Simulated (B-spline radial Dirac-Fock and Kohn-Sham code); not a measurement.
Kohn-Sham estimates against Dirac-Fock for the levels of Tl

System: the Tl atom, configuration [Xe] 4f14 5d10 6s1 6p2 (not the ground configuration).

The density-functional columns are spherical, spin-unpolarised Dirac-Kohn-Sham results without Breit or QED terms: −ε is minus the orbital energy of the initial state and ΔSCF the difference of two total energies. The reference in the last column comes from Dirac-Fock ΔSCF + Breit + QED. All numbers are from a B-spline atomic structure program, in eV; a selection of levels is shown. The Kohn-Sham columns are given as differences from the reference. For the 1s level of heavy atoms much of the gap between ΔSCF and the reference is the Breit and QED part, -473.7 eV here; for other levels the error of the functional can be larger.

| level | LDA −ε − DF | LDA ΔSCF − DF | Dirac-Fock |
| --- | --- | --- | --- |
| 1s | -166.4 | +463.0 | 85533.7 |
| 2s | -170.4 | -54.3 | 15361.4 |
| 2p1/2 | -114.7 | +36.3 | 14707.1 |
| 2p3/2 | -135.9 | -10.9 | 12665.1 |
| 3s | -94.2 | -60.8 | 3720.8 |
| 3p1/2 | -74.3 | -38.1 | 3429.0 |
| 3p3/2 | -74.0 | -42.0 | 2970.1 |
| 3d3/2 | -51.3 | -12.3 | 2494.6 |
| 3d5/2 | -53.0 | -15.6 | 2398.3 |
| 4s | -52.4 | -37.8 | 862.5 |
| 4p1/2 | -43.8 | -29.3 | 736.5 |
| 4p3/2 | -43.4 | -29.7 | 624.2 |
| 4d3/2 | -30.4 | -16.9 | 418.7 |
| 4d5/2 | -30.3 | -17.1 | 397.7 |
| 4f5/2 | -11.7 | +1.2 | 130.1 |
| 4f7/2 | -11.8 | +0.9 | 125.7 |
| 5p1/2 | -12.2 | -4.9 | 105.2 |
| 5p3/2 | -12.6 | -5.8 | 85.19 |
| 5d3/2 | -4.4 | +1.4 | 23.14 |
| 5d5/2 | -4.4 | +1.2 | 20.94 |
| 6s | -2.7 | +1.2 | 13.69 |
| 6p | -1.8 | +1.2 | 5.24 |

Values without a named source are computed, but for edge energies of neutral atoms, which are taken from tables.
